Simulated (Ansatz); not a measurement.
Compare A (`C[SiH](O)Br`) with its isomer B (`O[SiH2]CBr`).

Isolated molecules relaxed with PBE0-D4/def2-TZVP in Ansatz; ΔE leaves out vibrations. CCSD(T)/CBS adds triple-zeta CCSD(T) − MP2 to the extrapolated MP2 energy (def2 sets, frozen cores). Functionals use def2-TZVPP. For Br outer-core shells are correlated without core-valence functions, which leaves a few kJ/mol of doubt a bond. Scalar relativity is left out up to krypton. Each species was taken in one conformer, which may not be the lowest.

Q: Which is lower in electronic energy at CCSD(T)/CBS, and by how much? (An estimate is asked.)

A: The calculation gave: A, by 173.5 kJ/mol.

Q: Give E(B) − E(A) in kJ/mol with B2PLYP, CCSD/def2-TZVPP, PBE0-D4, ωB97M-V, HF/def2-TZVPP, CCSD(T)/def2-TZVPP, CCSD(T)/def2-SVP. (Estimate.)

A: Ansatz gave: B2PLYP 172.1, CCSD/def2-TZVPP 170.1, PBE0-D4 176.2, ωB97M-V 176.0, HF/def2-TZVPP 176.7, CCSD(T)/def2-TZVPP 168.7, CCSD(T)/def2-SVP 170.4. None reverses the order clearly.

Q: Does the order hold for the free energy at 298.15 K (harmonic terms from PBE0-D4)? (Best estimate.)

A: Computed: Yes: G(B) − G(A) = +167.8 kJ/mol, for one conformer each.

Largest T1 diagnostic: 0.009.

From BLYP to BHLYP (50 % exact exchange), in def2-TZVPP and without D4, E(B) − E(A) moves by +10.5 kJ/mol. At CCSD(T), def2-SVP lies −3.1 kJ/mol from the extrapolated value and def2-TZVPP −4.8 kJ/mol.
